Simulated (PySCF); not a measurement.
## Dipole response of Ar(2+) (argon, charge +2)

[Ne] 3s2 3p4, high-spin 3P determinant. All numbers are calculated (PySCF 2.14, no relativity, point nucleus, in aug-cc-pV(T+d)Z (6s5p4d2f, 55 functions)). Coupled (time-dependent) response in atomic units; α is the mean over directions.

| method | mean α (bohr³) | α xx, yy, zz | C₆ (like pair) | S(−4) |
| --- | --- | --- | --- | --- |
| UHF | 4.792 | 4.859, 4.658, 4.859 | 16.81 | 5.620 |
| PBE | 4.833 | 4.865, 4.768, 4.865 | 16.99 | 5.695 |
| PBE0 | 4.798 | 4.840, 4.713, 4.840 | 16.83 | 5.597 |
| M06-2X | 4.846 | 4.926, 4.688, 4.926 | 16.72 | 6.108 |
| wB97X | 4.767 | 4.807, 4.686, 4.807 | 16.68 | 5.502 |

S(−4) is the Cauchy moment in α(ω) = α(0) + S(−4) ω² + …

α(iu) at UHF:

```json
{"u (hartree)": "0", "α(iu) (bohr³)": "4.792"}
{"u (hartree)": "0.0500", "α(iu) (bohr³)": "4.778"}
{"u (hartree)": "0.100", "α(iu) (bohr³)": "4.737"}
{"u (hartree)": "0.200", "α(iu) (bohr³)": "4.580"}
{"u (hartree)": "0.300", "α(iu) (bohr³)": "4.343"}
{"u (hartree)": "0.500", "α(iu) (bohr³)": "3.742"}
{"u (hartree)": "0.750", "α(iu) (bohr³)": "2.967"}
{"u (hartree)": "1.00", "α(iu) (bohr³)": "2.317"}
{"u (hartree)": "1.50", "α(iu) (bohr³)": "1.448"}
{"u (hartree)": "2.00", "α(iu) (bohr³)": "0.9676"}
{"u (hartree)": "3.00", "α(iu) (bohr³)": "0.5162"}
{"u (hartree)": "5.00", "α(iu) (bohr³)": "0.2260"}
```

A single London oscillator, α(iu) = α/(1 + u²/ω²), gives C₆ = (3/4) ω α². Matching the computed C₆ needs ω = 4 × 16.81 / (3 × 4.792²) = 0.976 hartree.

For an ion, C₆ is the dispersion term alone; charge-induced terms of lower order in 1/R come first.

The components differ because the open shell of this determinant is not spherical; for a pure term their mean is the scalar polarisability.
